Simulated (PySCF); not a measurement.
**The potential of point charges around `C[Si](O)(O)OC=O`**

Species: `C[Si](O)(O)OC=O`. Coordinates (GFN2-xTB, Å) and charges (e) from the PBE0/pcSseg-1 density (PySCF):

```json
{"atom": "C1", "x": "-0.877", "y": "1.408", "z": "-0.685", "Mulliken": "-0.6596", "IAO": "-0.7674", "Hirshfeld": "-0.2152", "ESP-fitted": "-0.8371"}
{"atom": "Si2", "x": "-0.268", "y": "-0.366", "z": "-0.475", "Mulliken": "+1.2291", "IAO": "+1.5883", "Hirshfeld": "+0.5423", "ESP-fitted": "+1.3704"}
{"atom": "O3", "x": "-1.141", "y": "-1.323", "z": "0.502", "Mulliken": "-0.5492", "IAO": "-0.7968", "Hirshfeld": "-0.3164", "ESP-fitted": "-0.8239"}
{"atom": "O4", "x": "-0.161", "y": "-1.043", "z": "-1.931", "Mulliken": "-0.5289", "IAO": "-0.7833", "Hirshfeld": "-0.3017", "ESP-fitted": "-0.7688"}
{"atom": "O5", "x": "1.326", "y": "-0.312", "z": "0.123", "Mulliken": "-0.5590", "IAO": "-0.5762", "Hirshfeld": "-0.1946", "ESP-fitted": "-0.6319"}
{"atom": "C6", "x": "1.617", "y": "-0.209", "z": "1.388", "Mulliken": "+0.4383", "IAO": "+0.4177", "Hirshfeld": "+0.1830", "ESP-fitted": "+0.6840"}
{"atom": "O7", "x": "0.830", "y": "-0.167", "z": "2.291", "Mulliken": "-0.4379", "IAO": "-0.4682", "Hirshfeld": "-0.2557", "ESP-fitted": "-0.5824"}
{"atom": "H8", "x": "-0.260", "y": "1.953", "z": "-1.391", "Mulliken": "+0.1504", "IAO": "+0.1702", "Hirshfeld": "+0.0503", "ESP-fitted": "+0.2181"}
{"atom": "H9", "x": "-1.896", "y": "1.426", "z": "-1.056", "Mulliken": "+0.1501", "IAO": "+0.1701", "Hirshfeld": "+0.0516", "ESP-fitted": "+0.2008"}
{"atom": "H10", "x": "-0.856", "y": "1.945", "z": "0.259", "Mulliken": "+0.1457", "IAO": "+0.1649", "Hirshfeld": "+0.0465", "ESP-fitted": "+0.1970"}
{"atom": "H11", "x": "-1.080", "y": "-1.175", "z": "1.447", "Mulliken": "+0.2611", "IAO": "+0.3787", "Hirshfeld": "+0.1613", "ESP-fitted": "+0.4850"}
{"atom": "H12", "x": "0.051", "y": "-1.968", "z": "-2.034", "Mulliken": "+0.2569", "IAO": "+0.3751", "Hirshfeld": "+0.1881", "ESP-fitted": "+0.4600"}
{"atom": "H13", "x": "2.710", "y": "-0.169", "z": "1.543", "Mulliken": "+0.1028", "IAO": "+0.1270", "Hirshfeld": "+0.0605", "ESP-fitted": "+0.0287"}
```

Points outside the species (Å): A (-5.6, 1.9, 1.1); B (5.4, -2.5, -1.4); C (-3.7, 6.1, -6.1); D (-6.0, -4.8, 4.9).

**Question.** Find the potential V = 14.3996 V·Å × Σ q/r of each set of charges at these points.

**Answer.** In volts:

| point | nearest atom | distance (Å) | Mulliken | IAO | Hirshfeld | ESP-fitted |
| --- | --- | --- | --- | --- | --- | --- |
| A | H9 | 4.31 | +0.017 | +0.008 | -0.013 | 0.000 |
| B | H13 | 4.62 | +0.058 | +0.101 | +0.079 | +0.082 |
| C | H9 | 7.11 | +0.012 | +0.002 | +0.011 | +0.001 |
| D | H11 | 7.02 | -0.038 | -0.050 | -0.036 | -0.036 |

**Question.** How far are the other sets from the ESP-fitted one at these points?

**Answer.** Root-mean-square difference: Hirshfeld 0.009 V, IAO 0.013 V, Mulliken 0.016 V. The ESP scheme fits charges at the nuclei, held to the total charge, to the electrostatic potential on points at 1.4 to 2.0 times the van der Waals radii.

**Question.** What energy would a point charge of +2 e have at B in the field of the ESP charges, leaving out polarisation?

**Answer.** +0.164 eV = +15.8 kJ/mol, a repulsion.

The structure is a single GFN2-xTB conformer in the gas phase; no vibrational or solvent corrections.

Shape of the structure used: `[CH3:1][Si:2]([OH:3])([OH:4])[O:5][CH:6]=[O:7]`: C1–Si2–O5–C6 85°, Si2–O5–C6–O7 2°, H–O3–Si2–C1 -73°, H–O4–Si2–C1 -174°.
